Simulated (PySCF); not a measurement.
Species: C5H2F2.
SMILES: `C#C[C@]1(F)C=C1F`

The closed-shell ground state was solved at several levels (PySCF, density fitting, gas phase, non-relativistic). Geometry: PBE0-D3(BJ)/def2-SVP; no solvent, vibrations or thermal averaging.

```csv
level,basis functions,HOMO (eV),LUMO (eV),gap (eV),dipole (D)
PBE0/IGLO-III,265,-7.98,-0.48,7.50,2.10
PBE0/cc-pVTZ,238,-7.90,-0.32,7.58,1.99
KT2/pcSseg-2,280,-6.77,-1.47,5.30,2.02
PBE0/pcSseg-2,280,-7.99,-0.47,7.52,2.11
"PBE0/6-311+G(2d,p)",201,-8.00,-0.53,7.47,2.15
```

Question: What might PBE0/aug-cc-pVDZ (179 basis functions) give for the same quantities?

Answer: HOMO -7.97 eV, LUMO -0.52 eV, gap 7.45 eV, dipole 2.11 D.

Question: Over all these levels, which gives the widest orbital gap and which the narrowest?

Answer: PBE0/cc-pVTZ (global hybrid, 25 % exact exchange) has the widest, 7.58 eV, and KT2/pcSseg-2 (GGA) the narrowest, 5.30 eV. Functional and basis both differ between the two, so the spread mixes both effects.

Question: How much does the basis alone move the frontier levels among the 5 PBE0 rows (the withheld one included)?

Answer: The HOMO by 0.10 eV and the LUMO by 0.21 eV. By rising basis size (HOMO, LUMO in eV): aug-cc-pVDZ -7.97, -0.52; 6-311+G(2d,p) -8.00, -0.53; cc-pVTZ -7.90, -0.32; IGLO-III -7.98, -0.48; pcSseg-2 -7.99, -0.47.

Question: How far do the dipole and the HOMO energy spread over the levels?

Answer: The dipole runs from 1.99 to 2.15 D (mean 2.08 D) and the HOMO from -8.00 to -6.77 eV.
